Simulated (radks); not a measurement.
The numbers below are computed, except where a source is named.
The nuclear charge of the xenon ion Xe2+ is varied continuously with 52 electrons held in [Kr] 4d10 5s2 5p4. Level of theory: scalar-relativistic Kohn-Sham, PBE, spin-polarised, spherical densities, point nucleus; open shells are filled with parallel spins first (spin-orbit coupling, left out, can overturn this in heavy ions) (a radial shooting solver on a logarithmic mesh with Libxc functionals). By the Hellmann-Feynman theorem dE/dZ = E(electron-nucleus)/Z, the electronic potential at the nucleus. The scalar-relativistic energy here is not variational (the density holds large components alone), so the two differ by a part that grows with Z.

| Z | E (hartree) | E(electron-nucleus)/Z (hartree) | HOMO | e(HOMO) (eV) | <r> HOMO (bohr) |
|---|---|---|---|---|---|
| 53.5 | -7279.97360 | -328.773 | 5p | -19.873 | 2.208 |
| 54 | -7446.07149 | -333.010 | 5p | -25.686 | 2.098 |
| 54.5 | -7614.3121 | -337.253 | 5p | -31.908 | 2.004 |
| 55 | -7784.6994 | -341.504 | 5p | -38.521 | 1.921 |

The central difference of E at Z = 54 is -334.338 hartree, to compare with the third column; the second derivative is -8.57 hartree.
